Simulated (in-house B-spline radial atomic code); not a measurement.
## Ionising Er+ with different functionals

Computed with an all-electron radial atomic-structure program (B-spline basis): scalar-relativistic (spin-free X2C) Hamiltonian, Fermi nucleus of rms radius 5.2516 fm, spin-polarised at highest spin, spherical fractional occupations for the functionals, and exact exchange of hybrids averaged over the configuration. The ionisation energy is the difference of two self-consistent energies, [Xe] 4f12 6s1 → [Xe] 4f12, without Breit or QED terms; ε is the level of the shell that loses the electron (its least bound occupied spin orbital). There is no spin-orbit coupling in this Hamiltonian.

| method | rung | ΔSCF (eV) | -ε(6s) (eV) |
| --- | --- | --- | --- |
| PBE0 | global hybrid | ? | ? |
| B3LYP | global hybrid | 12.19 | 9.93 |
| TPSSh | global hybrid | 11.77 | 9.48 |
| BHandHLYP | global hybrid | ? | ? |
| r2SCAN0 | global hybrid | 11.79 | 10.05 |
| B97-1 | global hybrid | 11.69 | 9.56 |
| HSE06 | range-separated hybrid | 11.95 | 9.62 |
| wB97X | range-separated hybrid | 11.49 | 11.45 |
| CAM-B3LYP | range-separated hybrid | 12.10 | 10.98 |
| LC-wPBE | range-separated hybrid | 11.72 | 11.78 |

What does BHandHLYP give?

ΔSCF 11.84 eV, and -ε(6s) = 10.41 eV.

What does PBE0 give?

ΔSCF 11.92 eV, and -ε(6s) = 9.92 eV.

Among the functionals, which spreads more, the ΔSCF values or the orbital energies?

The orbital energies: ΔSCF values span about 0.70 eV and the orbital energies 2.31 eV.

How do they compare with the NIST value?

NIST lists 11.92 eV ± 0.02 (semi-empirical, ground level to ground level). Errors run from -0.43 to +0.27 eV; PBE0 is closest (+0.00 eV), but part of that can be cancellation, since the calculations leave out spin-orbit coupling, Breit-QED terms, multiplet and fine-structure energies.
